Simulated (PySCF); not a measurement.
## TDDFT excited states: Al2Cl4H2S2

Compound: (Cl2Al-mu-SH)2.
Z-matrix (Å and degrees, PBE0-D3(BJ)/def2-SVP geometry), rows numbered from 1:
```
Al
Cl  1  2.1031
Cl  1  2.0910  2  123.53
S   1  2.3492  2  108.63  3  -128.17
Al  4  2.3500  1   83.50  2  -115.03
Cl  5  2.0920  4  108.36  1  -108.81
Cl  5  2.1039  4  108.25  1   114.62
S   1  2.3474  2  108.22  3   128.21
H   4  1.3544  1   94.65  2   -21.12
H   8  1.3548  1   94.46  2    21.53
```

The calculation used TDDFT wB97X-D/def2-SVPD, vertical, gas phase, core orbitals frozen in the response (PySCF). Note that the optimisation stopped short of convergence; the values belong to its last geometry.

| state | E (eV) | λ (nm) | f | main configurations (H = HOMO, L = LUMO) |
| --- | --- | --- | --- | --- |
| S1 | 7.08 | 175.2 | 0.0005 | H-1→L (44%), H-1→L+1 (44%) |
| S2 | 7.29 | 170.1 | 0.0000 | H→L+1 (44%), H→L (38%) |
| S3 | 7.57 | 163.7 | 0.0006 | H-4→L+1 (30%), H-4→L (18%), H-2→L (16%) |
| S4 | 7.58 | 163.6 | 0.0001 | H→L+1 (36%), H→L (34%), H-1→L+2 (8%) |
| S5 | 7.69 | 161.2 | 0.0002 | H-1→L+3 (54%), H-7→L+1 (10%), H-3→L+1 (8%) |
| S6 | 7.81 | 158.7 | 0.168 | H-1→L+1 (40%), H-1→L (38%) |
| S7 | 7.88 | 157.4 | 0.0006 | H-1→L+2 (72%), H→L (8%) |
| S8 | 7.88 | 157.3 | 0.032 | H-3→L (29%), H-3→L+1 (23%) |
| S9 | 7.90 | 157.0 | 0.0029 | H-2→L+1 (18%), H-4→L (16%), H-2→L (16%) |
| S10 | 7.97 | 155.5 | 0.105 | H-5→L (28%), H→L+2 (26%), H-5→L+1 (8%) |
| S11 | 8.01 | 154.9 | 0.0000 | H-5→L+1 (43%), H→L+2 (19%), H-8→L+1 (8%) |
| S12 | 8.01 | 154.7 | 0.0019 | H-6→L+1 (37%), H-5→L+2 (15%), H-6→L (12%) |
| S13 | 8.02 | 154.7 | 0.144 | H-2→L (37%), H-4→L+1 (28%), H-2→L+1 (12%) |
| S14 | 8.03 | 154.3 | 0.0036 | H-3→L (42%), H-3→L+1 (31%) |
| S15 | 8.11 | 152.9 | 0.311 | H-2→L+1 (36%), H-4→L (29%), H-4→L+1 (12%) |

Triplets, Tamm–Dancoff:

| state | E (eV) | λ (nm) | main configurations (H = HOMO, L = LUMO) |
| --- | --- | --- | --- |
| T1 | 6.68 | 185.6 | H-1→L+1 (43%), H-1→L (36%) |
| T2 | 6.92 | 179.1 | H→L+1 (42%), H→L (24%) |
| T3 | 7.10 | 174.6 | H-4→L+1 (25%), H→L+3 (22%), H-4→L (13%) |
| T4 | 7.18 | 172.6 | H-1→L+3 (49%), H-7→L+1 (8%) |

The lowest singlet comes at 175 nm (683 kJ/mol) in the vacuum ultraviolet; it is very weak; its leading configuration is HOMO-1→LUMO (44%). The most intense listed level is S15 at 8.11 eV (153 nm, f = 0.311), 1.03 eV above S1. It is the last of those listed, so stronger ones may follow. S3/S4, S7/S8 and S11/S12/S13 lie within about 0.01 eV of each other in each set. Löwdin shares by element: HOMO chlorine 50% or more, sulfur 14% or more (atoms not listed hold the other 36%); LUMO aluminium 33%, sulfur 30% (atoms not listed hold the other 37%). Weighted by f, the mean energy of these states is 8.00 eV. Of the 15 states listed, 5 reach f = 0.01 and 4 stay under 0.0005. The listed states span 1.03 eV, and the widest gap between neighbours is 0.28 eV (S2 to S3). All these states lie below the vertical ionisation energy of 11.24 eV (ΔSCF). The window holds the lowest 15 singlets.

One conformer stands for the species.
